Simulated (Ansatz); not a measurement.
Reaction (formal exchange of groups at a C–F bond): `FC(F)OC(F)F` + CH₄ → `CC(F)OC(F)F` + H–F

Calculated with Ansatz (gas phase, PBE0-D4/def2-TZVP geometries, no zero-point term in ΔE). CBS: MP2 limit from def2 TZ/QZ plus the TZ coupled-cluster correction, frozen cores. This one scheme is used for every species. Functionals use def2-TZVPP. One conformer a species, not always the lowest.

| level | ΔE (kcal/mol) |
| --- | --- |
| ωB97X-V | -3.4 |
| B2PLYP | -3.5 |
| PBE | -2.2 |
| r2SCAN | -1.9 |
| SCS-MP2/def2-TZVPP | -5.4 |
| CCSD/def2-TZVPP | -4.9 |
| SCS-MP2/def2-QZVPP | -6.6 |
| MP2/CBS(def2) | -8.5 |

Q: What does CCSD(T)/CBS give? (An estimate is asked.)

A: Computed: -7.1 kcal/mol. The listed levels differ from it by 3.7, 3.6, 4.9, 5.2, 1.7, 2.2, 0.5, -1.4 kcal/mol.

Largest T1 diagnostic among the species: 0.012.

In def2-TZVPP, CCSD(T) changes the Hartree–Fock value by −4.6 kcal/mol (the triples alone add −0.2 kcal/mol) and MP2 by −6.0 kcal/mol. The D4 term adds −1.3 kcal/mol with B3LYP and −0.7 kcal/mol with PBE0; it sums over pairs of atoms, weighted by their polarisabilities, and B3LYP, whose exchange is more repulsive, gets the larger term.

B3LYP here is the variant with VWN-RPA as its local correlation; programs differ in this.
